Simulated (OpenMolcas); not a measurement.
Ge: effect of the active space

```
Program             : OpenMolcas
Method              : CASSCF
Basis               : ANO-RCC-MB
Scalar Hamiltonian  : DKH3, point nucleus
Spin-orbit coupling : state interaction with AMFI integrals over the reference wave functions, term energies averaged over their components
```

A. 2 electrons in 3 orbitals (4p); 2S+1 = 3 even, 3 roots; 2S+1 = 1 even, 6 roots kept (CI in the orbitals of an earlier block); cost of the order of 1.9 core-seconds
B. 4 electrons in 4 orbitals (4s 4p); 2S+1 = 3 even, 3 roots; 2S+1 = 1 even, 6 roots; 2S+1 = 5 odd, 1 root; 2S+1 = 3 odd, 5 roots (0 in the spin-orbit step); cost of the order of 9 core-seconds

Energies in eV above 4s² 4p² ³P₀, the measured ground level; measured values from NIST Handbook of Basic Atomic Spectroscopic Data.

```
      Level       A       B  Measured
4s² 4p² ³P₀  0.0000  0.0000    0.0000
4s² 4p² ³P₁  0.0675  0.0688    0.0691
4s² 4p² ³P₂  0.1779  0.1759    0.1748
4s² 4p² ¹D₂  1.2624  1.2615    0.8834
4s² 4p² ¹S₀  2.9607  2.2184    2.0293
```

Deviations, from unrounded energies. A percentage is the sum of absolute deviations over the sum of measured energies, with the sign that they share, or ± where signs differ.

```
                        Against measurement  Levels      A      B
             mean absolute deviation (cm-1)       4   2700   1100
      fine structure of the ground term (%)       2   ±1.9   ±0.6
other terms of the ground configuration (%)       2  +45.0  +19.5
```

B lies closest to measurement on these levels. The largest miss of B in the table is 4s² 4p² ¹D₂, by +3000 cm-1. The ranking rests on the paired levels alone, and a cruder setting can come out closer through cancelling errors.

Between A and B the level of the table that moves most is 4s² 4p² ¹S₀, by 6000 cm-1 (lowest in B, highest in A).

Without dynamic correlation excited terms often stand tens of per cent too high (terms of higher spin than the ground term too low), and those without a measured partner can miss by more than the paired ones. Terms from blocks run as CI alone lack orbitals of their own (holds for A). With the s shell closed, the reference lacks s² → p² mixing (holds for A). Some high roots are left out of the spin-orbit mixing, which shifts the levels that they would mix with (holds for B). Measured partners are found by configuration, term and J. A level has none where our copy of the source lacks it or the pairing is in doubt (some pairs that miss far off the trend of their configuration count as doubtful), and it then counts in no deviation. Only configurations of the active space appear. The table leaves out levels that lie high or whose names do not pair safely across all columns.
